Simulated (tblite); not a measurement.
Compound: C₅H₇F₂N.
Numbering: `[CH3:1][C@@H:2]([F:3])[CH2:4][C@H:5]([F:6])[C:7]#[N:8]` (hydrogens: H9, H10, H11 on C1; H12 on C2; H13, H14 on C4; H15 on C5)

Structure optimised with GFN2-xTB, isolated species.

Task: Give the optimised bond lengths and angles.

Result: 
```json
{"bond": "C1–C2", "length (bohr)": "2.871"}
{"bond": "C2–F3", "length (bohr)": "2.620"}
{"bond": "C2–C4", "length (bohr)": "2.889"}
{"bond": "C4–C5", "length (bohr)": "2.895"}
{"bond": "C5–F6", "length (bohr)": "2.610"}
{"bond": "C5–C7", "length (bohr)": "2.747"}
{"bond": "C7≡N8", "length (bohr)": "2.157"}
{"bond": "C1–H9, C1–H10, C1–H11", "length (bohr)": "2.054"}
{"bond": "C2–H12", "length (bohr)": "2.075"}
{"bond": "C4–H13", "length (bohr)": "2.063"}
{"bond": "C4–H14", "length (bohr)": "2.062"}
{"bond": "C5–H15", "length (bohr)": "2.079"}
```

Bonds in one row agree within 0.02 bohr and their mean is given. A selection of angles:
```json
{"angle": "C2–C1–H9", "degrees": "110.0"}
{"angle": "H9–C1–H10", "degrees": "109.3"}
{"angle": "C1–C2–F3", "degrees": "108.9"}
{"angle": "C1–C2–C4", "degrees": "112.4"}
{"angle": "C1–C2–H12", "degrees": "111.1"}
{"angle": "F3–C2–C4", "degrees": "107.9"}
{"angle": "F3–C2–H12", "degrees": "105.6"}
{"angle": "C4–C2–H12", "degrees": "110.6"}
{"angle": "C2–C4–C5", "degrees": "111.2"}
{"angle": "C2–C4–H13", "degrees": "109.4"}
{"angle": "C2–C4–H14", "degrees": "109.3"}
{"angle": "C5–C4–H13", "degrees": "108.8"}
{"angle": "C5–C4–H14", "degrees": "109.0"}
{"angle": "H13–C4–H14", "degrees": "109.1"}
{"angle": "C4–C5–F6", "degrees": "109.5"}
{"angle": "C4–C5–C7", "degrees": "110.6"}
{"angle": "C4–C5–H15", "degrees": "111.1"}
{"angle": "F6–C5–C7", "degrees": "109.5"}
{"angle": "F6–C5–H15", "degrees": "106.7"}
{"angle": "C7–C5–H15", "degrees": "109.3"}
{"angle": "C5–C7–N8", "degrees": "179.0"}
```

Torsions: C1–C2–C4–C5 176° (antiperiplanar); C2–C4–C5–F6 -68° (synclinal).

The C–C distances run from 1.453 Å (C5–C7, drawn single) to 1.532 Å (C4–C5, drawn single), a spread of 0.079 Å. Of the pairs four or more bonds apart, F3···H15 is among the closest relative to their van der Waals radii: 2.54 Å, 95 % of the sum of Bondi's values.

Point group: C1 (no symmetry element, even within 0.4 Å). Its GFN2-xTB frequencies are all real (lowest 56 cm⁻¹). The numbers are those of one conformer. 3 starts were optimised and ended at 0.00, 1.25 and 1.70 kcal/mol (GFN2-xTB); the lowest of these is shown.

All values are computed, not measured.
